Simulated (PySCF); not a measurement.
F2Zn, triplet, geometry from GFN2-xTB (such geometries of metal compounds can be far from the true shape) (a higher spin typed on purpose: for a closed-shell molecule this is an excited state).

Here is a job for PySCF.
```python
from pyscf import gto, scf, dft

mol = gto.M(
    atom='''
Zn    0.209950    0.408288    0.426052
F    -0.507225    0.144843   -1.423479
F    -0.192609   -1.505802    0.003305
''',
    basis='6-31g**',
    charge=0,
    spin=2,
    verbose=4,
)

mf = dft.UKS(mol)
mf.xc = 'r2scan'
mf.kernel()
```

Q: What does this run give for the HOMO energy, number of basis functions, nuclear repulsion energy, dipole moment, <S^2>?

A: 
The HOMO energy comes out as -5.80 eV and the number of basis functions is 62. The nuclear repulsion energy is 162.2420 Eh, the dipole moment is 2.51 D and the <S^2> is 2.006.

These values belong to the state on which the SCF converged, which isn't shown to be the lowest.
